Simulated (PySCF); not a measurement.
BFH₂OSe, SMILES OB(F)[SeH]. Atoms are numbered in the order given.

```xyz
6

B     -0.0109    -0.9566     0.0000
F     -1.1888    -1.5897     0.0000
O      1.1470    -1.6506     0.0000
H      1.0004    -2.6075     0.0000
Se    -0.0254     0.9948     0.0000
H      1.4413     1.0786     0.0000
```
Charge 0, spin multiplicity 1.

Geometry: r2SCAN-D4/def2-SVP. Other conformers were not sampled.

Calculation: PySCF with HF/pcSseg-1.

GIAO shieldings, no solvent; atoms alike by connectivity are averaged. δ = σ(ref) − σ: ¹¹B against BF3 (σ = 102.7 ppm); ¹⁹F against CFCl3 (σ = 238.5 ppm); ¹⁷O against H2O (σ = 333.0 ppm); ¹H against TMS (σ = 31.99 ppm); ⁷⁷Se against Me2Se (σ = 1942.8 ppm), references at their B3LYP-D3(BJ)/def2-TZVP geometries, non-relativistic.

```tsv
nucleus	atoms	count	δ (ppm)
¹¹B	B1	1	22.8
¹⁹F	F2	1	-51.5
¹⁷O	O3	1	106.9
¹H	H4	1	4.74
¹H	H6	1	2.04
⁷⁷Se	Se5	1	-225.0
```
